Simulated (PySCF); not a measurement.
## Computed properties of Ti(OH)4 (H₄O₄Ti), SMILES [Ti]([OH])([OH])([OH])[OH], multiplicity 1

Ti(OH)4 (H4O4Ti), SMILES [OH][Ti]([OH])([OH])[OH], multiplicity 1. Coordinates come from a B3LYP-D3(BJ)/def2-SVP optimisation. The multiplicity is an assumed one; other spin states were not compared. The isomer is the one that the SMILES or the coordinates give; other isomers of the formula were not compared. Other conformers were not sampled. All values are computed for the isolated molecule unless a solvent is named; none is compared with measurement here.

**Structure.** The optimised structure has S4 symmetry. All 21 harmonic modes at B3LYP-D3(BJ)/def2-SVP (PySCF) are real, so it is a minimum. With heavy atoms numbered as in [Ti:1]([OH:2])([OH:4])([OH:6])[OH:8], the shortest bond between them is Ti1–O4 at 1.798 Å and the longest Ti1–O8 at 1.798 Å.

**Vibrations.** The strongest infrared lines (harmonic, unscaled, degenerate partners summed) lie at 3874 cm⁻¹ (659 km/mol, H 94 %), 801 cm⁻¹ (482 km/mol, O 53 %, Ti 37 %, H 10 %), 260 cm⁻¹ (307 km/mol, H 58 %, O 36 %). The softest mode is at 158 cm⁻¹ and the zero-point energy is 32.2 kcal/mol.

**Electronic structure.** M06-2X/def2-TZVP (PySCF) places the frontier levels at -10.77 and -0.03 eV, a gap of 10.74 eV, and gives a dipole moment of 0.00 D and a mean polarisability of 46.9 bohr³.

**Excitations.** TDDFT-B3LYP/def2-SVPD (PySCF) has S1 at 5.74 eV (216 nm, f = 0.000, dark); the most intense of the 10 singlets computed lies at 5.91 eV (f = 0.03). Strengths of degenerate partners are summed. T1 (TDA) is at 5.42 eV. No vertical singlet excitation falls in the visible range (under 3.1 eV).

**NMR.** GIAO shifts at KT2/pcSseg-1 (PySCF) (non-relativistic, atoms alike by connectivity averaged): ¹H at 7.9 ppm against TMS.
